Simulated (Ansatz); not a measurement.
`[SiH3][Sb]([SiH3])[Cl]`, relaxed with RKS PBE0-D4/def2-TZVP in the Gaussian-basis code of Ansatz from a PBE-D4/def2-SVP geometry. The force threshold is 0.005 eV/Å; the program also tests the step.

Total charge 0; spin multiplicity 1. Sb: def2 effective core potential.

Start:

```xyz
10

Si   -0.596   -0.849    1.534
Sb    1.522    0.389    0.656
Si    0.517    0.312   -1.748
Cl    0.516    2.563    1.069
H    -0.620   -0.753    3.035
H    -1.848   -0.245    0.965
H    -0.512   -2.303    1.143
H    -0.931    0.712   -1.733
H     1.299    1.257   -2.618
H     0.653   -1.083   -2.303
```

Task: How much energy does the relaxation release, and in how many steps? (An estimate is asked.)

Result: Computed: 0.99 kcal/mol, in 6 steps.

Task: Which bonds change most? (Estimate.)

Result: Computed: Sb2–Cl4 from 2.431 to 2.379 Å; Sb2–Si3 from 2.606 to 2.579 Å; Si1–Sb2 from 2.606 to 2.579 Å; Si1–H7 from 1.508 to 1.489 Å.

Task: Give the relaxed structure. (Estimate.)

Result: The calculation gave: 
```xyz
10

Si   -0.601   -0.842    1.525
Sb    1.489    0.383    0.640
Si    0.506    0.316   -1.743
Cl    0.570    2.531    1.089
H    -0.638   -0.728    3.005
H    -1.835   -0.261    0.939
H    -0.490   -2.277    1.148
H    -0.933    0.682   -1.726
H     1.261    1.261   -2.604
H     0.671   -1.066   -2.272
```
